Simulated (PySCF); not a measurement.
PySCF 2.14 output of an unrestricted PBE0 calculation on a single atom or ion in def2-TZVP (6s4p4d1f, 45 functions), with no relativity, point nucleus:

```
SCF conv_tol = 1e-09
number electrons alpha = 15  beta = 10
    C. Adamo and V. Barone.,  J. Chem. Phys. 110, 6158 (1999)
    M. Ernzerhof and G. E. Scuseria.,  J. Chem. Phys. 110, 5029 (1999)
cycle= 1 E= -1263.15666988868  delta_E= -0.00777  |g|= 0.0563  |ddm|= 0.163
cycle= 2 E= -1263.15638473401  delta_E= 0.000285  |g|= 0.0705  |ddm|= 0.0804
cycle= 3 E= -1263.15732754924  delta_E= -0.000943  |g|= 0.00169  |ddm|= 0.0264
cycle= 4 E= -1263.15732899913  delta_E= -1.45e-06  |g|= 0.000332  |ddm|= 0.00487
cycle= 5 E= -1263.15732903742  delta_E= -3.83e-08  |g|= 4.33e-05  |ddm|= 0.000472
cycle= 6 E= -1263.15732903795  delta_E= -5.33e-10  |g|= 1.19e-06  |ddm|= 8.02e-05
converged SCF energy = -1263.15732903795  <S^2> = 8.7509581  2S+1 = 6.0003194
```

The run itself started from symmetry-adapted Hartree-Fock orbitals and held the occupation by maximum overlap, on a logarithmic radial grid, so the iterations belong to that start.

Q: Which element, charge and spin multiplicity is this?

A: Fe⁺ (iron, charge +1), multiplicity 6; the state was [Ar] 3d6 4s1, high-spin 6D determinant.
